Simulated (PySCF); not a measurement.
Gas-phase reaction: GeO + 3 GeF₃ → 4 GeF₂ + FO

Method: PySCF energies (xtb for GFN2) plus ideal-gas RRHO corrections (1 bar). † marks an energy on the PBE0/def2-TZVP geometry and frequencies; other levels use their own. MP2 and CCSD(T) freeze the core. 6-31G* has spherical d functions here. Open shells (unrestricted): GeF₃ (multiplicity 2), FO (multiplicity 2, electronic degeneracy 4); the rest are closed-shell singlets. GFN2 has no spin-polarisation term. Spin-orbit splitting is ignored; it lowers the true energy and changes the entropy of FO. B3LYP is the form with VWN-RPA correlation. Ge: all electrons, no relativistic terms. GeF₃: computed as isolated molecules; such fragments, hydroxides, amides, oligomers or adducts are transient or little studied in the gas. MP2 isn't extrapolated to the basis-set limit; its ΔH°(298 K) is 392.5 kJ in def2-SVP and 395.1 kJ in def2-TZVPP. CCSD(T) isn't extrapolated to the basis-set limit; its ΔH°(298 K) is 285.6 kJ in def2-SVP and 302.3 kJ in def2-TZVPP. The harmonic model lacks anharmonicity and excited electronic states, which grow with temperature; levels with a mode under 35 cm⁻¹ are left out. Warning, large T1 diagnostic: GeO (CCSD(T)/def2-TZVPP†).

```tsv
level	ΔE electronic, kJ	ΔH°(298 K), kJ	ΔS°(298 K), J/K	ΔG°(1200 K), kJ
B3LYP/def2-TZVP†	213	204	178	0
CCSD(T)/def2-TZVPP†	311	302	178	98
GFN2-xTB	-1	-3	125	-138
HF/6-31G*	266	255	183	43
M06-2X/def2-TZVP†	336	328	178	123
MP2/def2-SVP†	401	392	178	188
PBE/def2-TZVP†	235	226	178	22
PBE0/def2-QZVP†	269	260	178	56
PBE0/def2-TZVP	264	256	178	51
ωB97X-V/def2-TZVP†	249	240	178	36
```
ΔH° is lowest at GFN2-xTB and highest at MP2/def2-SVP†. No reference value is set beside these.
